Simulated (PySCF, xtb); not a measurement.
C2H8FNOSi, SMILES N([SiH](O)F)(C)C. One conformer was computed; it need not be the lowest.

Harmonic wavenumbers (cm⁻¹) from GFN2-xTB in xtb at its own minimum, in rising order: 69, 159, 167, 188, 208, 245, 271, 312, 327, 387, 650, 673, 703, 799, 828, 943, 1049, 1062, 1092, 1133, 1203, 1318, 1419, 1428, 1479, 1487, 1498, 1509, 2377, 2903, 2904, 2951, 2959, 3042, 3054, 3660.

Question: What does PBE-D3(BJ)/def2-SVP run with PySCF give at its own minimum? (An estimate is asked for; the answer gives what the named calculation found.)

Answer: 55, 134, 177, 232, 245, 256, 318, 333, 378, 399, 647, 759, 807, 843, 880, 934, 1003, 1054, 1079, 1130, 1219, 1285, 1378, 1403, 1405, 1413, 1431, 1459, 2227, 2898, 2905, 2951, 2962, 3052, 3073, 3748. Paired by order, the mean absolute difference is 36 cm⁻¹ and the zero-point energies are 66.4 and 66.4 kcal/mol.
